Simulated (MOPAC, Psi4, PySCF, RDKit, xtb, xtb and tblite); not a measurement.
Two geometries of SMILES O(C)C[SiH2]B(O)O, relaxed at GFN2-xTB with one dihedral held; other torsions can differ between them too.

Structure A

```
16

C     -2.2060    -0.8833     0.8647
O     -1.0105    -0.6219     0.1787
C     -0.9973     0.6359    -0.4796
Si     0.7671     0.7448    -1.2476
B      0.6980    -0.3370    -2.9045
O      1.3494     0.0701    -4.0138
O     -0.0108    -1.4986    -2.9984
H     -2.3910    -0.1263     1.6371
H     -2.0990    -1.8606     1.3330
H     -3.0639    -0.8971     0.1789
H     -1.1930     1.4338     0.2477
H     -1.8040     0.6791    -1.2254
H      1.0460     2.1817    -1.4170
H      1.6609     0.2808    -0.1760
H      1.2483    -0.5097    -4.7733
H     -0.4600    -1.7821    -2.2022
```

Structure B

```
16

C      2.2160    -0.8182     1.0631
O      1.0129    -0.6117     0.3704
C      1.0196     0.5640    -0.4349
Si    -0.6989     0.6959    -1.3149
B     -1.8582    -0.8243    -0.8022
O     -3.1002    -0.8672    -1.3389
O     -1.5091    -1.8264     0.0420
H      2.4291     0.0183     1.7401
H      2.1016    -1.7339     1.6417
H      3.0571    -0.9275     0.3674
H      1.2221     1.4347     0.2010
H      1.8448     0.5024    -1.1551
H     -0.3806     0.8135    -2.7514
H     -1.1996     2.0407    -0.9695
H     -3.6270    -1.6217    -1.0629
H     -0.6202    -1.7562     0.4001
```

**Question.** Which is lower in energy at the level B3LYP-D3(BJ)/def2-SVP // GFN2-xTB (Psi4 1.11), and by how much?

**Answer.** B is lower, by 15.01 kJ/mol (dihedral O2–C3–Si4–B5: 80° in A, 0° in B).

E(B) − E(A) in kJ/mol at the other levels, on the same two geometries: GFN2-xTB (xtb and tblite) -10.42; B3LYP/def2-SVP // GFN2-xTB (Psi4) -14.53; PBE/def2-SVP // GFN2-xTB (Psi4) -14.49; PBE-D3(BJ)/def2-SVP // GFN2-xTB (Psi4) -14.77; UFF // GFN2-xTB (RDKit) 51.08; PM3, restricted, heats of formation // GFN2-xTB (MOPAC) 3.59; AM1, restricted, heats of formation // GFN2-xTB (MOPAC) -2.10; GFN1-xTB // GFN2-xTB (xtb) -3.39; restricted B3LYP/6-31G*, spherical d, density fitting // GFN2-xTB (PySCF) -14.27; restricted Hartree-Fock/6-31G*, spherical d, density fitting // GFN2-xTB (PySCF) -11.47; restricted M06-2X/6-31G*, spherical d, density fitting // GFN2-xTB (PySCF) -14.77; restricted B3LYP/LANL2DZ, with its core potentials past Ne // GFN2-xTB (PySCF) -22.67.
